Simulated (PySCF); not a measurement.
## Energy of Be²⁺ (beryllium, charge +2) between two integer charges

The 1s beta orbital of 1s2 is emptied in steps (occupation f), with all orbitals relaxed, ending at 1s1. All numbers are calculated (PySCF 2.14, the spin-free X2C one-electron Hamiltonian (Gaussian nucleus), in x2c-TZVPall (5s3p1d, 19 functions)). The exact energy is a straight line in f; departures are measured from the line between the end points of the same method.

| f | UHF (eV) | LDA (eV) | BHandHLYP (eV) |
| --- | --- | --- | --- |
| 1 | 0.000 | 0.000 | 0.000 |
| 0.9 | 0.127 | -1.901 | -0.908 |
| 0.7 | 0.290 | -4.338 | -2.086 |
| 0.5 | 0.339 | -4.996 | -2.442 |
| 0.3 | 0.280 | -3.974 | -2.017 |
| 0.1 | 0.118 | -1.506 | -0.833 |
| 0 | 0.000 | 0.000 | 0.000 |

```json
{"method": "UHF", "E(f=0) − E(f=1) (eV)": "152.81", "−ε at f=1 (eV)": "154.23", "−ε at f=0.5 (eV)": "152.78"}
{"method": "LDA", "E(f=0) − E(f=1) (eV)": "151.99", "−ε at f=1 (eV)": "130.69", "−ε at f=0.5 (eV)": "153.02"}
{"method": "BHandHLYP", "E(f=0) − E(f=1) (eV)": "154.10", "−ε at f=1 (eV)": "143.93", "−ε at f=0.5 (eV)": "154.31"}
```

Orbital energy along the path (eV):

```csv
f,UHF,LDA,BHandHLYP
1,-154.23,-130.69,-143.93
0.9,-153.92,-135.27,-146.10
0.7,-153.33,-144.31,-150.30
0.5,-152.78,-153.02,-154.31
0.3,-152.25,-161.01,-158.12
0.1,-151.75,-167.10,-161.91
0,-151.51,-160.34,-157.98
```

As f goes to zero the orbital energy of a semilocal functional can turn back, because the density of that orbital vanishes from the exchange-correlation potential.

Reference removal energy between the ground levels: 153.90 eV (theoretical estimate listed by NIST; NIST Atomic Spectra Database, ionization energies). UHF lacks correlation.
